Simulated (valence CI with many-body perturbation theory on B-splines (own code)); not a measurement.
# Ca VII: electric-dipole lines

Method: valence CI with perturbative core correlation (CI+MBPT): four valence electrons over a frozen Dirac-Fock core [Ne], a basis of 11 s, 11 p, 9 d, 7 f, 5 g, 2 h, 1 i functions for each j, with the one-electron correlation potential Σ1 (screened to all orders), the two-electron term Σ2, the three-electron term Σ3, Breit, model QED; selected single and double excitations, second order for the rest, scaled by the run's own slope (own B-spline code, finite nucleus).

Set against measurement, 17 paired levels are off by 86 cm⁻¹ on average, the worst by 312. These come from a selection out of Sugar and Corliss, J. Phys. Chem. Ref. Data 8, 865 (1979). Levels without a partner in it may be off by more.

Lines 1 to 50 of 222 in falling wavelength, among levels below 59.144 eV, chosen from the strongest by gf and those to the six lowest levels. Wavelengths and rates use the calculated energies, so an error of 90 cm⁻¹ moves a line at 901.3 Å by 0.081 % and its rate by three times that or more. Electric multipoles are in the length gauge, E1 and E2 with the static RPA response of the core. Weak lines are less certain than strong ones. Lines between different terms over intervals too small for the method are left out, as are lines whose strength nearly cancels. The highest levels of a list are the least certain.

Names give the largest LS component (configuration and term), which can be under half, so a name can repeat, a term be missing and a line seem to break the LS rules; names also repeat where a configuration has a term twice. Letters in brackets count levels of one name in rising energy.

```
λ vac (Å)  λ from measured levels               Upper            Lower   A (s⁻¹)  S (a.u.) with core polarisation  S without
     1501                                    3p4 1D_2  3s2.3p.3d 1D°_2  1.45e+07                         1.21e-01   1.27e-01
     1082                                3s.3p3 5S°_2     3s2.3p2 1D_2  1.34e+03                         4.18e-06   4.36e-06
     1057                          3s.3p2.3d 3F_4 [a]  3s2.3p.3d 3D°_3  2.02e+07                         1.06e-01   1.12e-01
    995.9                                    3p4 3P_2     3s.3p3 3S°_1  1.47e+08                         3.59e-01   3.77e-01
    971.9                                    3p4 3P_1     3s.3p3 3S°_1  1.54e+08                         2.09e-01   2.19e-01
    966.4                                    3p4 1D_2     3s.3p3 1P°_1  9.66e+07                         2.15e-01   2.27e-01
    963.1                                    3p4 3P_0     3s.3p3 3S°_1  1.67e+08                         7.38e-02   7.75e-02
    906.4                                3s.3p3 5S°_2     3s2.3p2 3P_2  4.32e+05                         7.93e-04   8.29e-04
    901.3                   899.5        3s.3p3 3D°_1     3s2.3p2 1S_0  1.04e+05                         1.13e-04   1.19e-04
    886.7                                3s.3p3 5S°_2     3s2.3p2 3P_1  1.82e+05                         3.13e-04   3.27e-04
    858.9                              3s.3p2.3d 1G_4  3s2.3p.3d 1F°_3  7.69e+07                         2.16e-01   2.29e-01
    760.2                          3s.3p2.3d 3P_2 [a]  3s2.3p.3d 3P°_2  5.87e+07                         6.36e-02   6.68e-02
    733.7                   733.1        3s.3p3 3P°_1     3s2.3p2 1S_0  1.27e+06                         7.41e-04   7.76e-04
    723.8                   723.1        3s.3p3 3D°_1     3s2.3p2 1D_2  1.34e+06                         7.50e-04   7.82e-04
    723.4                   722.8        3s.3p3 3D°_2     3s2.3p2 1D_2  6.27e+05                         5.86e-04   6.17e-04
    721.8                   721.2        3s.3p3 3D°_3     3s2.3p2 1D_2  4.01e+06                         5.21e-03   5.46e-03
    717.4                          3s.3p2.3d 3F_4 [a]  3s2.3p.3d 3F°_4  1.44e+08                         2.36e-01   2.47e-01
    713.7                          3s.3p2.3d 3F_3 [a]  3s2.3p.3d 3F°_3  1.43e+08                         1.80e-01   1.88e-01
    710.9                          3s.3p2.3d 3F_2 [a]  3s2.3p.3d 3F°_2  1.59e+08                         1.41e-01   1.48e-01
    692.6                          3s.3p2.3d 3D_3 [a]  3s2.3p.3d 3D°_3  2.16e+08                         2.48e-01   2.60e-01
    691.9                          3s.3p2.3d 3D_2 [a]  3s2.3p.3d 3D°_2  1.70e+08                         1.39e-01   1.46e-01
    689.9                          3s.3p2.3d 3D_1 [a]  3s2.3p.3d 3D°_1  1.91e+08                         9.27e-02   9.72e-02
    654.9                                    3p4 1D_2     3s.3p3 1D°_2  1.71e+09                         1.18e+00   1.24e+00
    653.9                                    3p4 1S_0     3s.3p3 1P°_1  2.82e+09                         3.89e-01   4.07e-01
    640.9                   640.7        3s.3p3 3D°_1     3s2.3p2 3P_2  6.52e+06                         2.54e-03   2.66e-03
    640.6                   640.4        3s.3p3 3D°_2     3s2.3p2 3P_2  7.06e+07                         4.58e-02   4.80e-02
    639.3                   639.1        3s.3p3 3D°_3     3s2.3p2 3P_2  4.74e+08                         4.28e-01   4.48e-01
    638.4                              3s.3p2.3d 1F_3  3s2.3p.3d 1D°_2  5.92e+08                         5.32e-01   5.57e-01
    631.0                   630.8        3s.3p3 3D°_1     3s2.3p2 3P_1  1.74e+08                         6.48e-02   6.79e-02
    630.7                   630.5        3s.3p3 3D°_2     3s2.3p2 3P_1  4.28e+08                         2.65e-01   2.78e-01
    625.1                              3s.3p2.3d 1F_3  3s2.3p.3d 3P°_2  2.64e+08                         2.23e-01   2.33e-01
    624.5                   624.4        3s.3p3 3D°_1     3s2.3p2 3P_0  3.30e+08                         1.19e-01   1.25e-01
    623.1                                    3p4 3P_2     3s.3p3 3P°_2  2.17e+08                         1.29e-01   1.36e-01
    623.0                                    3p4 3P_2     3s.3p3 3P°_1  8.44e+07                         5.04e-02   5.30e-02
    613.6                                    3p4 3P_1     3s.3p3 3P°_2  2.23e+08                         7.61e-02   8.00e-02
    611.6                   611.5        3s.3p3 3P°_1     3s2.3p2 1D_2  4.17e+06                         1.41e-03   1.48e-03
    611.6                   611.4        3s.3p3 3P°_2     3s2.3p2 1D_2  9.25e+05                         5.22e-04   5.48e-04
    610.0                                    3p4 3P_0     3s.3p3 3P°_1  4.14e+08                         4.63e-02   4.87e-02
    589.9                          3s.3p2.3d 3P_1 [b]  3s2.3p.3d 3D°_2  3.28e+08                         9.97e-02   1.04e-01
    589.1                          3s.3p2.3d 3P_0 [b]  3s2.3p.3d 3D°_1  4.34e+08                         4.38e-02   4.55e-02
    588.3                          3s.3p2.3d 3P_2 [b]  3s2.3p.3d 3D°_3  4.48e+08                         2.25e-01   2.34e-01
    587.7                          3s.3p2.3d 3P_1 [b]  3s2.3p.3d 3D°_1  1.60e+08                         4.79e-02   4.98e-02
    587.1                          3s.3p2.3d 3P_2 [b]  3s2.3p.3d 3D°_2  1.20e+08                         5.99e-02   6.22e-02
    584.2                          3s.3p2.3d 3D_1 [b]  3s2.3p.3d 3P°_0  3.76e+08                         1.11e-01   1.16e-01
    581.6                          3s.3p2.3d 3D_3 [b]  3s2.3p.3d 1D°_2  2.39e+08                         1.63e-01   1.70e-01
    581.6                          3s.3p2.3d 3D_1 [b]  3s2.3p.3d 3P°_1  3.55e+08                         1.03e-01   1.08e-01
    580.5                          3s.3p2.3d 3P_2 [a]     3s.3p3 3S°_1  3.56e+08                         1.72e-01   1.79e-01
    579.7                          3s.3p2.3d 3D_2 [b]  3s2.3p.3d 3P°_1  5.00e+08                         2.40e-01   2.52e-01
    576.7                              3s.3p2.3d 1P_1  3s2.3p.3d 1D°_2  1.11e+09                         3.16e-01   3.30e-01
    573.5                          3s.3p2.3d 3P_1 [a]     3s.3p3 3S°_1  4.18e+08                         1.17e-01   1.22e-01
```
